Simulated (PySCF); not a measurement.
C3H5, SMILES C=C[CH2], multiplicity 2. Geometry optimised at ωB97X-D3(BJ)/def2-TZVP.

The numbers are results of ωB97X-D3(BJ)/def2-TZVP in PySCF 2.14.0, not measurements.

Harmonic wavenumbers (cm⁻¹): 432, 536, 561, 808, 833, 940, 1023, 1048, 1189, 1287, 1426, 1517, 1531, 3166, 3167, 3175, 3266, 3269. Rotational constants (GHz): 54.49, 10.43, 8.756; symmetry number 2.

**Question.** Work out the zero-point energy and the ideal-gas rigid-rotor harmonic-oscillator thermochemistry at 298.15 K and 1 atm.

**Answer.** ZPE = ½ Σ hcν = ½ × 29174 cm⁻¹ = 174.50 kJ/mol. H − E(el) = 186.94 kJ/mol. Entropy in J/(mol K): translation 155.08, rotation 85.01, vibration 11.40, spin 5.76, total 257.26. G − E(el) = 110.24 kJ/mol. Cp = 61.10 J/(mol K).
